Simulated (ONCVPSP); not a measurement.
**What one change does to a pseudopotential (Cl (Z = 17), ONCV)**

* Element: Cl (Z = 17)
* Generator: ONCVPSP 4.0.1
* Type: optimised norm-conserving Vanderbilt (ONCV)
* Functional: PBE
* Relativity: scalar-relativistic
* Frozen core: [Ne]
* Valence charge: 7
* Reference configuration: 3s1.75 3p5.25
* Partial waves: 3s: rc 1.40 bohr, ncon 4, nbas 8, qcut 4.2 1/bohr, 2 projectors, debl 0.4 Ha; 3p: rc 1.25 bohr, ncon 3, nbas 6, qcut 7.5 1/bohr, 2 projectors, debl 2.6 Ha; d scattering state at 0.32 Ha: rc 1.15 bohr, ncon 4, nbas 7, qcut 9.8 1/bohr, 2 projectors, debl 3.4 Ha
* Local potential: polynomial inside 1.00 bohr (lpopt 1, dvloc0 0 Ha)
* Core correction: polynomial model core, fcfact 0.4

In the s channel the program set the typed energies aside and used -0.767, 0.250 Ha.

All-electron outer shells of the reference configuration (PBE, scalar-relativistic, ld1.x):

```tsv
shell	level (eV)	outermost node (bohr)	outermost maximum (bohr)
2s	-253.05	0.12	0.36
2p	-191.97	–	0.30
3s	-20.86	0.55	1.27
3p	-8.73	0.53	1.43
```

Change: s: nproj 1.

Cutoffs: the cutoffs (Ha) at which the residual kinetic energy of the hardest occupied pseudo-wave falls to 1 and 0.1 mHa per electron; they do not see the model core or the augmentation charge, which bear on the density cutoff. Errors are all-electron minus pseudo energies relative to the spin-unpolarised reference configuration.

Q: What does the change do?

A: The potential gets neither clearly harder nor softer (68 Ha and 88 Ha → 68 Ha and 88 Ha); of the 4 tests that both files solve, the error grows in 2 and shrinks in 0 by more than 15 % and 0.3 meV (median size 0.7 → 1.2 meV); the range in which the s phases agree narrows (upper end at the end of the scan → 1.2); neither file shows a bound ghost.

| quantity | base | changed |
| --- | --- | --- |
| cutoff, loose | 68 Ha | 68 Ha |
| cutoff, tight | 88 Ha | 88 Ha |
| bound ghosts | none | none |
| GHOST(+) flags under 300 eV | none | none |
| error for 3s2 3p5, meV [ΔE -3.03 eV] | -0.3 | -0.3 |
| error for 3s2 3p4, meV [ΔE 10.85 eV] | +1.0 | +2.2 |
| error for 3s2 3p3, meV [ΔE 36.29 eV] | +16 | +26 |
| error for 3s2 3p4.5, meV [ΔE 2.55 eV] | -0.4 | -0.3 |
| s: phases at 1.42 bohr within 0.05 rad from the reference energy up to (Ha; the scan ends near 5) | to the end of the scan | 1.2 |
| p: phases at 1.27 bohr within 0.05 rad from the reference energy up to (Ha; the scan ends near 5) | to the end of the scan | to the end of the scan |
| d: phases at 1.17 bohr within 0.05 rad from the reference energy up to (Ha; the scan ends near 5) | to the end of the scan | to the end of the scan |
| rms error of d²Exc/dni dnj with the model core, mHa | 0.45 | 0.45 |
